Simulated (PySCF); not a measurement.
How methods differ on the ionisation energy of Hg

Hg [Xe] 4f14 5d10 6s2 (1S) → Hg⁺ [Xe] 4f14 5d10 6s1 (2S), as a difference of total energies. All numbers are calculated (PySCF 2.14, the spin-free X2C one-electron Hamiltonian (Gaussian nucleus), in x2c-TZVPPall (11s7p7d3f1g, 97 functions)). Correlated levels: valence: [Xe] 4f14 frozen; valence and next inner shell: [Kr] 4d10 4f14 frozen. The calculations carry no spin-orbit coupling.

| method | ionisation energy (eV) |
| --- | --- |
| UHF | 8.521 |
| LDA | 10.885 |
| PBE | 10.495 |
| PBE0 | 10.190 |
| r2SCAN | 10.418 |
| MP2 (valence) | 10.300 |
| SCS-MP2 (valence) | 10.231 |
| MP2 (valence and next inner shell) | 10.437 |
| SCS-MP2 (valence and next inner shell) | 10.319 |

Question: How much does correlation contribute at MP2 (valence and next inner shell)?

Answer: 10.437 − (8.521) = 1.916 eV, measured against UHF.

Errors of the correlated levels include the incompleteness of this basis and the frozen core.

For comparison: 10.438 eV (measured; NIST Atomic Spectra Database, ionization energies).
